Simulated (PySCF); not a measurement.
Run record: C6H6F6Si3

The script drives PySCF SCF with an in-house response code with single-precision fitted integrals, so total energies wander by about 1e-6 Eh between cycles (the fitting error itself is about 1e-3 Eh and cancels in differences); atoms count from 0. Pop asks for populations, which are stored and not printed; scf holds typed SCF options (damp: damping in the first 6 cycles, aux: fitting basis, conv: energy tolerance).

Job and coordinates (Å):

```
{"job": {"kind": "nmr", "basis": "pcSseg-1", "pop": false, "xc": "PBE0", "scf": {"aux": "def2-universal-jkfit"}}, "charge": 0, "multiplicity": 1}
C      4.853398    -1.512002    -0.466382
Si     4.320901     0.108322     0.324797
F      4.294364    -0.001322     1.922501
F      5.415752     1.255502     0.101941
C      2.678077     0.740699    -0.234748
C      1.603031     1.139310    -0.616512
Si    -0.034482     1.759901    -1.183734
F     -0.070929     1.832940    -2.779470
F     -0.228252     3.288097    -0.762717
C     -1.453301     0.756988    -0.572288
C     -2.377154     0.090377    -0.169257
Si    -3.811560    -0.897911     0.445273
C     -5.429175     0.045391     0.616810
F     -3.978642    -2.179402    -0.501859
F     -3.382899    -1.581053     1.829709
H      5.821286    -1.826278    -0.081869
H      4.142280    -2.306861    -0.259826
H      4.941232    -1.420220    -1.545258
H     -5.334887     0.873491     1.313742
H     -5.757180     0.452227    -0.335669
H     -6.217210    -0.608029     0.985629
```

Command:

```bash
OMP_NUM_THREADS=1 python large_run.py task.json out
```

Q: What does the program print?

A: 
```
final grid: 193962 points
cycle   1  E = -1698.5167167348  dE =  1.653e+00  |g| = 1.313e+00  |ddm| = 4.807e+00
cycle   2  E = -1698.2654880707  dE =  2.512e-01  |g| = 1.896e+00  |ddm| = 2.080e+00
cycle   3  E = -1698.8060585913  dE = -5.406e-01  |g| = 1.574e-01  |ddm| = 1.260e+00
cycle   4  E = -1698.8108766421  dE = -4.818e-03  |g| = 5.901e-02  |ddm| = 1.664e-01
cycle   5  E = -1698.8111698799  dE = -2.932e-04  |g| = 4.754e-02  |ddm| = 6.282e-02
cycle   6  E = -1698.8117393370  dE = -5.695e-04  |g| = 2.928e-03  |ddm| = 3.232e-02
cycle   7  E = -1698.8117406013  dE = -1.264e-06  |g| = 1.032e-03  |ddm| = 2.745e-03
cycle   8  E = -1698.8117436175  dE = -3.016e-06  |g| = 2.558e-04  |ddm| = 9.062e-04
cycle   9  E = -1698.8117426079  dE =  1.010e-06  |g| = 1.586e-04  |ddm| = 2.746e-04
cycle  10  E = -1698.8117415845  dE =  1.023e-06  |g| = 4.138e-05  |ddm| = 1.249e-04
converged SCF energy = -1698.8117415845

GIAO shielding tensors (ppm)
atom      isotropic    diamagn.    paramagn.     s11        s22        s33       span
  0 C      186.989     256.748     -69.759    180.363    181.617    198.986     18.622
  1 Si     378.070     878.824    -500.754    329.302    369.725    435.183    105.881
  2 F      315.831     472.738    -156.907    245.526    338.132    363.834    118.308
  3 F      315.910     462.658    -146.747    245.398    337.434    364.900    119.503
  4 C       75.319     268.122    -192.804    -23.393    -21.194    270.543    293.936
  5 C       80.832     267.728    -186.896    -14.318    -11.618    268.430    282.748
  6 Si     424.951     880.097    -455.146    415.790    424.990    434.073     18.282
  7 F      310.611     468.619    -158.008    243.718    320.403    367.712    123.994
  8 F      310.515     468.092    -157.578    243.476    319.676    368.393    124.916
  9 C       80.476     268.970    -188.495    -14.189    -12.972    268.589    282.778
 10 C       75.644     268.221    -192.576    -22.096    -21.274    270.303    292.399
 11 Si     377.738     882.063    -504.325    328.819    367.796    436.598    107.779
 12 C      187.067     253.780     -66.713    180.428    181.563    199.209     18.781
 13 F      315.400     469.931    -154.531    245.386    337.103    363.712    118.327
 14 F      315.134     474.044    -158.910    245.128    337.062    363.213    118.084
 15 H       31.066      22.214       8.852     26.429     27.908     38.861     12.431
 16 H       31.240      36.999      -5.759     27.009     28.988     37.722     10.713
 17 H       31.243      30.354       0.890     27.199     28.702     37.829     10.630
 18 H       31.237      30.784       0.453     27.003     28.888     37.820     10.817
 19 H       31.240      28.148       3.092     27.037     28.801     37.882     10.845
 20 H       31.057      22.038       9.019     26.402     27.956     38.814     12.412
```

Q: Roughly how long does this take on 1 thread of Arm Neoverse N1 (shared host), and how large is the basis?

A: About 69 s of wall time, peak memory 0.79 GiB; 306 basis functions and 1404 fitting functions.
